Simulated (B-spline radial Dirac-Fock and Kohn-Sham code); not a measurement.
Radiative decay of the 2p1/2 hole in Cd⁷⁺

System: Cd⁷⁺, [Kr] 4d5.

The computed values come from a radial finite-basis atomic code: a relativistic independent-particle model: LDA orbitals of the hole state, radiative multipoles to third order, Auger rates from the Coulomb interaction with a continuum orbital, Dirac-Fock energies.

```csv
line,multipole,energy (eV),rate (s⁻¹),share (%)
Lη,E1,2957.8,5.31e+12,2.47
L2-M3,E2,3111.6,6.14e+10,0.0286
Lβ1,E1,3320.7,1.94e+14,90.3
Lγ5,E1,3626.2,1.16e+12,0.542
Lγ1,E1,3738.2,1.43e+13,6.64
```

The listed lines hold 100.0 % of the radiative rate. The radiative width is 0.141 eV in the length form and 0.144 eV in the velocity form; the two differ because the transition energies are not eigenvalue differences of the potential that gave the orbitals.
